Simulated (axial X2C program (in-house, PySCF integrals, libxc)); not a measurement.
Values are calculated unless marked as measured or tabulated.
AuH: input and output

Program: an in-house all-electron X2C program for linear molecules (integrals from PySCF).

The run was started with this input:
```json
{"zs": [79, 1], "q": 0, "bas": ["dyall-cv3z", "dyall-v3z"], "levels": ["PBE0", "HF", "LDA"], "cc": true, "r0": 1.56, "thr": -2.0, "nmax": 90, "npts": 10, "nst": 2, "ntry": 6}
```
```bash
python so2c.py task.json out
```

Keys: zs atomic numbers; q charge; bas basis sets; levels methods; cc coupled cluster on or off; r0 starting distance in Å; thr threshold in hartree for freezing inner shells (an s shell follows its p shell); nmax most natural virtual spinors; npts points on the curve; nst determinants followed; ntry starts of the search. HF also brings MP2.

Output of the HF step, without spin–orbit coupling, at R = 1.534 Å for the state M_S = 0, Λ = 0. It starts from PBE0 orbitals of this distance.

```
spin-free X2C-1e  HF
basis functions 195  fitting functions 947  grid points 5070
iter        total energy     max residual
   1     -19009.549082217     1.18e+00
   2     -19009.585124957     1.59e-02
   3     -19009.586392774     1.72e-02
   4     -19009.587505319     1.42e-03
   5     -19009.587677357     8.32e-04
   6     -19009.587735697     5.08e-04
   7     -19009.587764316     2.80e-04
   8     -19009.587774331     8.97e-05
   9     -19009.587775194     2.17e-05
  10     -19009.587775230     4.82e-06
  11     -19009.587775233     1.31e-06
  12     -19009.587775233     3.12e-07
converged
one-electron -26122.86165679  Coulomb 7450.55311379  exact exchange -364.53151363  xc functional 0.00000000  nuclear repulsion 27.25228140
correlated 12  virtual 220  natural virtual 90  E(MP2) -0.425767313  MP2 remainder -0.017609359
iter   CCSD correlation   residual
   1     -0.369700931   1.38e-01
   2     -0.380660428   5.30e-02
   3     -0.383186568   2.51e-02
   4     -0.383272697   9.90e-03
   5     -0.383422835   4.35e-03
   6     -0.383446594   1.43e-03
   7     -0.383436714   5.49e-04
   8     -0.383442422   1.65e-04
   9     -0.383439456   5.41e-05
  10     -0.383440287   1.22e-05
  11     -0.383439929   4.01e-06
  12     -0.383439986   1.49e-06
  13     -0.383439985   4.97e-07
(T) -0.018127831  T1 0.0412  D1 0.0974  max T2 0.065
```
Energies are in hartree; totals compare only within one Hamiltonian and basis. T1 is large, a sign of multireference character or of a spin-contaminated reference. T1 in the output is the amplitude norm over the root of the electron number; divide by √2 for the Lee–Taylor value.
